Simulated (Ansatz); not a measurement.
Ansatz (a program for electronic structure) input (CCSD(T)/def2-QZVPPD):
A basis named .json is the Basis Set Exchange file of that set.

Ansatz 0.2 input:
```yaml
crystal:
  periodic: [false, false, false]
  atoms:
    - {symbol: Y, position_ang: [-0.00000000, -0.00000000, -0.30669767]}
    - {symbol: O, position_ang: [0.00000000, 0.00000000, 1.49515112]}
basis:
  gaussian:
    orbitals: def2-QZVPPD.json
total_charge: 1
magnetization: {spin_polarized: false}
correlation: {method: ccsd_t, electrons: outside_noble_gas}
```

End of the output:

```
integrals: 0.33 GiB planned
889 factors; integrals over basis functions are off by at most 1.3e-3 eV
mean field: 0.34 GiB planned
mean field evaluation 1: about -3038.9878 eV, gradient 1.1e2 eV
mean field evaluation 2: about -3038.9900 eV, gradient 1.1e2 eV
mean field evaluation 4: about -3058.1375 eV, gradient 4.4e1 eV
mean field evaluation 8: about -3063.1916 eV, gradient 4.6e-1 eV
mean field evaluation 16: about -3063.1943 eV, gradient 2.8e-6 eV
mean field evaluation 32: about -3050.5372 eV, gradient 1.3e0 eV
mean field evaluation 64: about -3052.6929 eV, gradient 7.5e-1 eV
mean field evaluation 96: about -3052.9731 eV, gradient 2.5e-3 eV
mean field evaluation 128: about -3050.5306 eV, gradient 3.0e-3 eV
mean field evaluation 160: about -3050.8881 eV, gradient 1.7e1 eV
mean field evaluation 192: about -3048.5410 eV, gradient 7.4e-3 eV
mean field evaluation 224: about -3049.8959 eV, gradient 1.6e-3 eV
mean field evaluation 256: about -3047.9342 eV, gradient 9.8e-4 eV
mean field evaluation 288: about -3046.4917 eV, gradient 7.0e0 eV
mean field -3063.19429202 eV, -112.5703139241 hartree, gradient 2.8e-6 eV, S^2 0.000000; 1 other end points of the search recorded, 0 dependent functions left out
5 core orbitals not correlated
reference -3063.19429202 eV, -112.5703139241 hartree; 4, 4 occupied and 138, 138 virtual orbitals, 889 factors
second order -9.26206326 eV of doubles, -0.00000000 eV of singles
coupled cluster: 0.63 GiB planned
cycle   1  -7.86822629 eV  change     1.4e0 eV  update   1.8e-1
cycle   2  -8.40873232 eV  change   -5.4e-1 eV  update   1.3e-1
cycle   3  -8.50120534 eV  change   -9.2e-2 eV  update   2.4e-2
cycle   4  -8.50545690 eV  change   -4.3e-3 eV  update   1.2e-2
cycle   5  -8.49849566 eV  change    7.0e-3 eV  update   3.4e-3
cycle   6  -8.50047669 eV  change   -2.0e-3 eV  update   2.0e-3
cycle   7  -8.50028671 eV  change    1.9e-4 eV  update   8.8e-4
cycle   8  -8.49941547 eV  change    8.7e-4 eV  update   6.1e-4
cycle   9  -8.49965210 eV  change   -2.4e-4 eV  update   2.3e-4
cycle  10  -8.49979422 eV  change   -1.4e-4 eV  update   8.6e-5
cycle  11  -8.49976111 eV  change    3.3e-5 eV  update   4.5e-5
cycle  12  -8.49973445 eV  change    2.7e-5 eV  update   2.1e-5
cycle  13  -8.49976819 eV  change   -3.4e-5 eV  update   6.4e-6
cycle  14  -8.49976160 eV  change    6.6e-6 eV  update   2.6e-6
perturbative correction -0.56146550 eV, -0.0206334767 hartree
Total energy: -3072.25551913 eV, -112.9033078785 hartree
```

This state (charge 1, singlet) is run at the relaxed geometry of the species with charge 0 and multiplicity 2.
